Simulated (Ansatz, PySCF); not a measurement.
Si(H)(F)(Et)(OH) (C₂H₇FOSi), SMILES C([SiH](F)O)C. Atoms are numbered in the order given.

```xyz
12

Si    -0.4004     0.3494     0.3157
O     -1.1592    -1.0281     0.8291
F     -1.3556     1.1328    -0.7451
C      1.2084    -0.0035    -0.5576
C      2.2152    -0.7724     0.2951
H     -0.2579     1.1986     1.5222
H     -1.3096    -1.7199     0.1785
H      0.9745    -0.5563    -1.4854
H      1.6290     0.9612    -0.8920
H      2.4906    -0.2099     1.2015
H      3.1452    -0.9791    -0.2561
H      1.8038    -1.7376     0.6292
```

Coordinates come from a PBE0-D3(BJ)/def2-SVP optimisation. This is a generated structure with no PubChem entry under its InChIKey; it may be hypothetical. Other conformers were not sampled.

Two levels are set side by side: PBE-D3(BJ)/def2-SVP (Ansatz, a program for electronic structure) and PBE0-D3(BJ)/def2-SVP (Ansatz). Each level has its own optimised geometry; the coordinates shown are those of the second. Frequencies come from the Hessian of PySCF at each geometry. Differences are taken from unrounded values.

| quantity | PBE0-D3(BJ) | PBE-D3(BJ) | PBE-D3(BJ) minus PBE0-D3(BJ) |
|---|---|---|---|
| mean bond length (Å) | 1.330 | 1.341 | 0.011 |
| bond Si1–O2 (Å) | 1.654 | 1.672 | 0.018 |
| bond Si1–F3 (Å) | 1.628 | 1.644 | 0.015 |
| bond Si1–C4 (Å) | 1.864 | 1.877 | 0.013 |
| bond C4–C5 (Å) | 1.527 | 1.536 | 0.009 |
| bond Si1–H6 (Å) | 1.482 | 1.494 | 0.012 |
| bond O2–H7 (Å) | 0.962 | 0.973 | 0.012 |
| bond C4–H8 (Å) | 1.105 | 1.113 | 0.008 |
| bond C4–H9 (Å) | 1.104 | 1.112 | 0.008 |
| bond C5–H10 (Å) | 1.102 | 1.110 | 0.008 |
| bond C5–H11 (Å) | 1.101 | 1.109 | 0.008 |
| bond C5–H12 (Å) | 1.101 | 1.109 | 0.008 |
| highest harmonic wavenumber (cm⁻¹) | 3935 | 3764 | -171 |
| mean harmonic wavenumber (cm⁻¹) | 1343 | 1300 | -43 |
| zero-point energy (kcal/mol) | 57.61 | 55.77 | -1.84 |

GGA bonds tend to be longer and softer than those of functionals with exact exchange. Differences between two approximate levels are no errors against the true value.
